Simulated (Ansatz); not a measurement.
Species: AgF, charge 0, singlet. AgF (SMILES [F][Ag]).
B3LYP-D3(BJ)/def2-TZVP minimum from Ansatz (an electronic-structure program):
```xyz
2

Ag     0.0000     0.0000    -0.3209
F      0.0000     0.0000     1.6759
```

Property: atomisation energy (electronic, to ground-state atoms), in kJ/mol. UHF or UKS for unpaired electrons; spin-orbit terms are left out. Correlated methods leave the cores frozen (noble-gas shells, and filled d and f shells in the p block). Past Kr the def2 sets carry scalar-relativistic core potentials. CBS(X,Y): correlation extrapolated as X^-3, Hartree-Fock from the larger set. A bracket is a step between two methods taken in the basis named. The T1 diagnostic of AgF ([F][Ag], singlet) reaches 0.027 in the sets run.

CCSD(T)/CBS(def2-TZVPP,def2-QZVPP) + [CCSDT(Q) - CCSD(T)]/def2-TZVPP + [CCSDTQ - CCSDT(Q)]/def2-SVP (Ansatz) gives 335.9 kJ/mol.

Q: What does PBE/def2-TZVPD (Ansatz) give here, and how do the other levels compare?

A: PBE gives 345.8 kJ/mol, 9.9 kJ/mol above it. Differences of the others: r2SCAN/def2-TZVPD (Ansatz) -6.2; B3LYP/def2-TZVPD (Ansatz) -21.0; B2PLYP/def2-TZVPD (Ansatz) -4.2; CCSD(T)/CBS(def2-TZVPP,def2-QZVPP) (Ansatz) -0.6 kJ/mol.
